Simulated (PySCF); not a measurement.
Start geometry of `[Cl][Pt-2]([Cl])([Cl])([Cl])([Cl])[Cl]` ([PtCl6]2-) from GFN2-xTB (Å):
```
atom  x, y, z in Å
Pt1    0.0635   -0.0749    0.0133
Cl2   -0.0397   -0.0247    2.3454
Cl3   -0.0423    0.0014   -2.3753
Cl4    2.4532    0.0123    0.0087
Cl5   -2.3544   -0.0273   -0.0528
Cl6   -0.0197    2.3685    0.0026
Cl7    0.0312   -2.3573   -0.0105
```

Q: What comes out of this run: PBE0-D3(BJ)/def2-SVP geometry optimisation, gas phase, def2 core potentials past Kr (PySCF 2.14.0)?

A: 
```
atom  x, y, z in Å
Pt1    0.013   -0.015   -0.009
Cl2   -0.004   -0.029    2.350
Cl3    0.026   -0.002   -2.369
Cl4    2.373    0.013    0.003
Cl5   -2.347   -0.040   -0.026
Cl6   -0.002    2.346   -0.001
Cl7    0.033   -2.375   -0.017
```

The energy falls by 3.3 kcal/mol over 6 energy and gradient evaluations, the largest force component goes from 0.0396 to 3.1e-04 Eh/bohr, and the atoms move by 0.055 Å rms after alignment. The bond that changes most is Pt1–Cl6 (ends: platinum bonded to 6 Cl; chlorine bonded to Pt), which shortens by 0.084 Å. Bonds longer at the end by more than 0.005 Å: 2 of 6; shorter: 4. Among the angles that change most is Cl2–Pt1–Cl3, from 174.1° to 179.9°. The orientation of the end geometry is arbitrary; only internal coordinates are fixed.

The run used 140 basis functions and 46 SCF cycles in all. Time: 56 s of wall time; peak memory 0.59 GiB. Hardware: an AMD EPYC 9R45 with one thread, shared host with 96 logical CPUs at a one-minute load of 79.

No frequency check. Whether so highly charged an anion holds all its electrons in the gas phase wasn't checked; a finite basis holds them in any case. The ion is multiply charged and computed without counter-ions or solvent. The geometry's basis has no diffuse functions, a weakness for an anion.
